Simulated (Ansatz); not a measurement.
`C#[C][Al]([F])[F]` + H₂Se → `[F][Al]([F])[SeH]` + acetylene at 700 K and 1 bar (ligand exchange at the Al–C bond).

Gas-phase electronic energies from Ansatz, PBE0-D4/def2-TZVP geometries. CBS: MP2 limit from def2 TZ/QZ plus the TZ coupled-cluster correction, frozen cores. This one scheme is used for every species. For Se outer-core shells are correlated without core-valence functions, which leaves a few kJ/mol of doubt a bond. Scalar relativity is left out up to krypton. Each species was taken in one conformer, which may not be the lowest.

```json
{"species": "`C#[C][Al]([F])[F]`", "CCSD(T)/CBS energy (Eh)": "-518.41825", "H − E (kJ/mol)": "121.9", "S (J/(mol·K))": "403.7"}
{"species": "H₂Se", "CCSD(T)/CBS energy (Eh)": "-2401.89790", "H − E (kJ/mol)": "61.1", "S (J/(mol·K))": "251.1"}
{"species": "`[F][Al]([F])[SeH]`", "CCSD(T)/CBS energy (Eh)": "-2843.11067", "H − E (kJ/mol)": "89.0", "S (J/(mol·K))": "403.8"}
{"species": "`C#C`", "CCSD(T)/CBS energy (Eh)": "-77.22717", "H − E (kJ/mol)": "102.1", "S (J/(mol·K))": "244.4"}
```

H − E and S are ideal-gas, rigid-rotor, harmonic terms from PBE0-D4/def2-TZVP, for one conformer and one mirror image of each species. 1 Eh = 2625.50 kJ/mol, R = 8.31446 J/(mol·K).

Task: By hand: ΔE, ΔH, ΔS and ΔG.

Result: ΔE = (-2843.11067) + (-77.22717) − (-518.41825) − (-2401.89790) = -0.02169 Eh = -56.9 kJ/mol. Δ(H − E) = 89.0 + 102.1 − 121.9 − 61.1 = 8.1, so ΔH = -48.8 kJ/mol. ΔS = 403.8 + 244.4 − 403.7 − 251.1 = -6.6 J/(mol·K). ΔG = -48.8 − 700 × (-6.6)/1000 = -44.2 kJ/mol.

Task: By hand: the equilibrium constant, and the temperature at which ΔG would vanish if ΔH and ΔS stayed fixed.

Result: log₁₀ K = −ΔG/(RT ln 10) = 3.3. ΔG = 0 at ΔH/ΔS = 7394 K, far beyond where these terms or the molecules hold.

The number of gas molecules stays the same, so ΔS is small and ΔH decides. A doubt of 5 kJ/mol in ΔE shifts log₁₀ K by 0.4 here. Other conformers and mirror images would add mixing entropy, several J/(mol·K) or more a flexible species. These are equilibria of isolated gas molecules and say nothing of rates. Largest T1 diagnostic: 0.014 (customary marks: 0.02 for closed shells, 0.045 for open ones).
